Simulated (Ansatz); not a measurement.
Consider the formal exchange of groups at the Se–Si bond: `N[SiH2][SeH]` + `[NH2][AlH2]` → `[NH2][AlH][SeH]` + `N[SiH3]`.

Computed with Ansatz on PBE0-D4/def2-TZVP structures; ΔE is electronic, products minus reactants. CBS: MP2 limit from def2 TZ/QZ plus the TZ coupled-cluster correction, frozen cores. This one scheme is used for every species. Functionals use def2-TZVPP. For Se outer-core shells are correlated without core-valence functions, which leaves a few kJ/mol of doubt a bond. Scalar relativity is left out up to krypton. One conformer a species, not always the lowest.

CCSD(T)/CBS gives -50.6 kJ/mol.

Problem. Another level gave -38.7 kJ/mol. Which?
A. SCS-MP2/def2-TZVPP
B. PBE0-D4/def2-TZVPP
C. HF/def2-TZVPP
D. B97M-V/def2-TZVPP

Solution. D. B97M-V -38.7, SCS-MP2/def2-TZVPP -52.3, PBE0-D4 -47.7, HF/def2-TZVPP -57.3 kJ/mol.

Largest T1 diagnostic among the species: 0.011.

From PBE to PBE0 (25 % exact exchange), in def2-TZVPP and without D4, ΔE moves by −3.5 kJ/mol. Leaving LDA and LC-ωPBE aside and taking each functional with its dispersion term where it has one, the values, not all of them listed here, spread over 12.8 kJ/mol, from PBE-QIDH to B97M-V. In def2-TZVPP, CCSD(T) changes the Hartree–Fock value by +5.2 kJ/mol (the triples alone add +1.1 kJ/mol) and MP2 by +5.3 kJ/mol.
